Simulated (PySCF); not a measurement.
**Tc: ionisation energy**

Tc [Kr] 4d5 5s2 (6S) → Tc⁺ [Kr] 4d5 5s1 (7S), as a difference of total energies. Calculation: PySCF 2.14, in x2c-QZVPPall (13s8p7d4f2g, 118 functions); the spin-free X2C one-electron Hamiltonian (Gaussian nucleus). Correlated levels: valence: [Kr] frozen; valence and next inner shell: [Ar] 3d10 frozen. The calculations carry no spin-orbit coupling.

| method | ionisation energy (eV) |
| --- | --- |
| UHF | 5.541 |
| PBE | 6.867 |
| r2SCAN | 6.536 |
| MP2 (valence) | 6.751 |
| SCS-MP2 (valence) | 7.021 |
| MP2 (valence and next inner shell) | 6.912 |
| SCS-MP2 (valence and next inner shell) | 7.062 |

Question: Estimate what PBE0 gives.

Answer: 6.704 eV, closest to MP2 (valence) among the rows shown.

Question: Estimate what LDA gives.

Answer: 7.303 eV, closest to SCS-MP2 (valence and next inner shell) among the rows shown.

Errors of the correlated levels include the incompleteness of this basis and the frozen core.

For comparison: 7.119 eV (measured; NIST Atomic Spectra Database, ionization energies).
